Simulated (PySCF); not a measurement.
Radial density of Te⁵¹⁺ (tellurium, charge +51)

UHF, 1s1, 2S determinant. Calculation: PySCF 2.14, in an even-tempered Gaussian basis (15 s from 110 bohr⁻², ratio 2.2; 7 p from 160 bohr⁻², ratio 2.4; 4 d from 480 bohr⁻², ratio 2.4; 3 f from 720 bohr⁻², ratio 2.4; 3 g from 1100 bohr⁻², ratio 2.4); the non-relativistic Hamiltonian (point nucleus).

```csv
r (bohr),4πr²ρ (e/bohr),4πr²(ρα − ρβ)
0.000490,0.1282,0.1282
0.000824,0.3504,0.3504
0.00139,0.9351,0.9351
0.00233,2.398,2.3982
0.00392,5.751,5.7507
0.00659,12.32,12.3200
0.0111,21.83,21.8337
0.0187,28.12,28.1244
0.0314,21.18,21.1825
0.0528,6.470,6.4695
0.0888,0.4328,0.4328
0.149,0.002164,0.0022
```

A non-relativistic calculation at this Z misses sizeable relativistic shifts.
